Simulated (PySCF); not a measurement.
SMILES CC[SiH2][SiH2]F (C₂H₉FSi₂) (GFN2-xTB optimised geometry):

```
14

C      0.733    -1.712     0.337
C      1.265    -0.582    -0.536
Si     0.623     1.131     0.000
Si    -1.683     1.131     0.000
F     -2.165     2.674     0.000
H      1.015    -1.558     1.377
H     -0.354    -1.764     0.284
H      1.133    -2.674     0.019
H      2.355    -0.589    -0.501
H      0.993    -0.777    -1.575
H      1.216     2.126    -0.909
H      1.183     1.416     1.333
H     -2.355     0.594    -1.183
H     -2.352     0.598     1.186
```

Level of theory: PBE/def2-TZVP in PySCF 2.14.0.

Q: What are the frontier orbital energies and the dipole moment?

A: HOMO-2 -7.95 eV, HOMO-1 -7.57 eV, HOMO -7.01 eV, LUMO -1.76 eV, LUMO+1 -0.76 eV; dipole moment 2.35 D.

Meta-Löwdin charges at PBE/def2-TZVP: C1 -0.34, C2 -0.41, Si3 0.31, Si4 0.66, F5 -0.50, H6 0.12, H7 0.11, H8 0.12, H9 0.13, H10 0.12, H11 -0.06, H12 -0.07, H13 -0.09, H14 -0.09.
